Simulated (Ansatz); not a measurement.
Reaction (formal exchange of groups at the Si–C bond): `OC[SiH2]CCl` + `BNCC=C` → `BN[SiH2]CO` + `C=CCCCl`

Computed with Ansatz on PBE0-D4/def2-TZVP structures; ΔE is electronic, products minus reactants. CBS: MP2 limit from def2 TZ/QZ plus the TZ coupled-cluster correction, frozen cores. Functionals use def2-TZVPP. B3LYP here is the variant with VWN-RPA as its local correlation; programs differ in this. One conformer a species, not always the lowest.

`OC[SiH2]CCl`:

Cartesian coordinates in Å:
```
O 1.678 1.374 0.070
C 1.359 0.095 0.587
Si 0.058 -0.847 -0.408
C -1.648 -0.072 -0.161
Cl -1.596 1.684 -0.528
H 0.859 1.864 -0.055
H 1.051 0.147 1.644
H 2.285 -0.488 0.575
H -0.037 -2.255 0.075
H 0.381 -0.825 -1.857
H -1.989 -0.167 0.871
H -2.403 -0.509 -0.813
```

`BNCC=C`:

Z-matrix (Å, degrees):
```
C
N 1 1.450
C 1 1.495 2 112.1
H 1 1.096 2 110.6 3 122.4
H 1 1.094 2 107.0 3 -120.9
B 2 1.384 1 127.0 3 118.4
H 2 1.009 1 113.2 3 -59.7
C 3 1.325 1 124.2 2 121.5
H 3 1.088 1 115.7 2 -57.7
H 6 1.197 2 118.8 1 -179.1
H 6 1.198 2 118.8 1 0.9
H 8 1.084 3 121.8 1 179.8
H 8 1.086 3 121.3 1 0.3
```

`BN[SiH2]CO`:

```xyz
13

B    -1.106    0.325    1.969
N    -0.090    0.933    1.227
Si    0.873    0.128    0.009
C    -0.123   -0.256   -1.545
O     0.631   -1.057   -2.448
H    -1.326   -0.842    1.788
H    -1.738    0.959    2.765
H     0.089    1.913    1.389
H     2.025    1.010   -0.313
H     1.377   -1.169    0.540
H    -1.084   -0.722   -1.287
H    -0.363    0.668   -2.078
H     0.836   -1.890   -2.016
```

`C=CCCCl`:

Z-matrix (Å, degrees):
```
C
C 1 1.492
C 1 1.517 2 113.7
H 1 1.096 2 109.7 3 120.5
H 1 1.096 2 110.1 3 -121.8
C 2 1.325 1 124.4 3 -120.0
H 2 1.087 1 116.0 3 59.6
Cl 3 1.788 1 112.1 2 -65.0
H 3 1.089 1 111.1 2 176.3
H 3 1.090 1 111.4 2 54.3
H 6 1.084 2 121.5 1 179.9
H 6 1.086 2 121.6 1 -0.4
```

| level | ΔE (kJ/mol) | difference from CCSD(T)/CBS |
| --- | --- | --- |
| PBE-D4 | -64.7 | 14.6 |
| r2SCAN-D4 | -74.9 | 4.4 |
| PBE0-D4 | -70.8 | 8.5 |
| B3LYP-D4 | -73.5 | 5.8 |
| ωB97X-V | -75.9 | 3.4 |
| ωB97M-V | -76.5 | 2.8 |
| B2PLYP | -78.5 | 0.8 |
| PBE | -65.4 | 13.9 |
| r2SCAN | -75.1 | 4.2 |
| PBE0 | -71.4 | 7.9 |
| B3LYP | -74.6 | 4.7 |
| HF/def2-TZVPP | -91.4 | -12.1 |
| MP2/def2-TZVPP | -83.7 | -4.4 |
| SCS-MP2/def2-TZVPP | -83.9 | -4.6 |
| CCSD/def2-TZVPP | -81.3 | -2.0 |
| CCSD(T)/def2-TZVPP | -79.1 | 0.2 |
| HF/def2-QZVPP | -92.1 | -12.8 |
| MP2/def2-QZVPP | -84.0 | -4.7 |
| SCS-MP2/def2-QZVPP | -84.4 | -5.1 |
| HF/CBS(def2) | -92.2 | -12.9 |
| MP2/CBS(def2) | -83.8 | -4.5 |
| CCSD/CBS(def2) | -81.5 | -2.2 |
| CCSD(T)/CBS | -79.3 | 0 |

Largest T1 diagnostic among the species: 0.012.

In def2-TZVPP, CCSD(T) changes the Hartree–Fock value by +12.3 kJ/mol (the triples alone add +2.2 kJ/mol) and MP2 by +7.8 kJ/mol. From PBE to PBE0 (25 % exact exchange), in def2-TZVPP and without D4, ΔE moves by −6.1 kJ/mol.
